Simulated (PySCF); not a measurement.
Excitations are Tamm–Dancoff values on a coarser integration grid. The basis has no diffuse functions, so Rydberg states are missing or too high.

Cartesian coordinates (Å):
SMILES: [SiH3][Al]([SiH3])[SiH3]
```xyz
13

Si    -0.7893     2.2707     0.5078
Al     0.0220    -0.0310     0.1942
Si     2.3839    -0.4196    -0.3704
Si    -1.5755    -1.8767     0.4954
H     -1.6784     2.6405    -0.6326
H     -1.6074     2.3926     1.7486
H      0.2902     3.2946     0.5779
H      2.7544    -1.8548    -0.5156
H      2.7178     0.2611    -1.6557
H      3.2714     0.1719     0.6724
H     -2.9595    -1.5142     0.0763
H     -1.6368    -2.2119     1.9496
H     -1.1929    -3.1234    -0.2252
```
Charge 0, multiplicity 1.

Problem. Estimate the total energy, S1 excitation (TDA), dipole moment, LUMO, HOMO–LUMO gap, S1–T1 gap (TDA), HOMO and T1 excitation (TDA) that r2SCAN-D4/def2-TZVP run with PySCF 2.14.0 returns for this input.

Solution. 
- total energy: -1116.2104 Ha
- S1 excitation (TDA): 3.42 eV
- dipole moment: 0.12 D
- LUMO: -3.21 eV
- HOMO–LUMO gap: 3.33 eV
- S1–T1 gap (TDA): 0.65 eV
- HOMO: -6.54 eV
- T1 excitation (TDA): 2.77 eV
